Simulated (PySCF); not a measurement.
Energy of Br⁺ (bromine, charge +1) between two integer charges

The 4p beta orbital of [Ar] 3d10 4s2 4p4 is emptied in steps (occupation f), with all orbitals relaxed, ending at [Ar] 3d10 4s2 4p3. All numbers are calculated (PySCF 2.14, the non-relativistic Hamiltonian (point nucleus), in aug-pcseg-2 (7s6p4d2f, 59 functions)). The exact energy is a straight line in f; departures are measured from the line between the end points of the same method.

```csv
f,UHF (eV),LDA (eV),PBE (eV),PBE0 (eV),r2SCAN (eV),LC-wPBE (eV),BHandHLYP (eV),wB97X (eV),B3LYP (eV),MN15 (eV)
1,0.000,0.000,0.000,0.000,0.000,0.000,0.000,0.000,0.000,0.000
0.8,0.131,-0.808,-0.778,-0.555,-0.726,-0.100,-0.355,-0.193,-0.623,-0.419
0.6,0.192,-1.214,-1.166,-0.830,-1.076,-0.147,-0.537,-0.300,-0.937,-0.625
0.4,0.188,-1.215,-1.164,-0.826,-1.058,-0.143,-0.542,-0.315,-0.939,-0.623
0.2,0.123,-0.810,-0.773,-0.548,-0.688,-0.092,-0.365,-0.223,-0.628,-0.415
0,0.000,0.000,0.000,0.000,0.000,0.000,0.000,0.000,0.000,0.000
```

| method | E(f=0) − E(f=1) (eV) | −ε at f=1 (eV) | −ε at f=0.4 (eV) |
| --- | --- | --- | --- |
| UHF | 20.266 | 21.109 | 20.088 |
| LDA | 21.668 | 16.635 | 22.677 |
| PBE | 21.402 | 16.539 | 22.389 |
| PBE0 | 21.416 | 17.944 | 22.124 |
| r2SCAN | 21.474 | 16.903 | 22.466 |
| LC-wPBE | 21.571 | 20.939 | 21.710 |
| BHandHLYP | 21.416 | 19.210 | 21.841 |
| wB97X | 21.570 | 20.403 | 21.747 |
| B3LYP | 21.584 | 17.703 | 22.355 |
| MN15 | 21.317 | 18.684 | 21.843 |

Orbital energy along the path (eV):

```
  f      UHF      LDA      PBE     PBE0   r2SCAN  LC-wPBE  BHandHLYP    wB97X    B3LYP     MN15
  1  -21.109  -16.635  -16.539  -17.944  -16.903  -20.939    -19.210  -20.403  -17.703  -18.684
0.8  -20.743  -18.629  -18.485  -19.341  -18.786  -21.204    -20.071  -20.816  -19.240  -19.758
0.6  -20.404  -20.646  -20.439  -20.738  -20.653  -21.463    -20.947  -21.257  -20.792  -20.812
0.4  -20.088  -22.677  -22.389  -22.124  -22.466  -21.710    -21.841  -21.747  -22.355  -21.843
0.2  -19.793  -24.708  -24.318  -23.487  -24.157  -21.933    -22.762  -22.329  -23.931  -22.869
  0  -19.517  -26.726  -26.213  -24.816  -25.647  -22.111    -23.733  -23.071  -25.517  -23.918
```

Reference removal energy between the ground levels: 21.591 eV (measured; NIST Atomic Spectra Database, ionization energies). The calculation has no spin-orbit coupling. UHF lacks correlation.
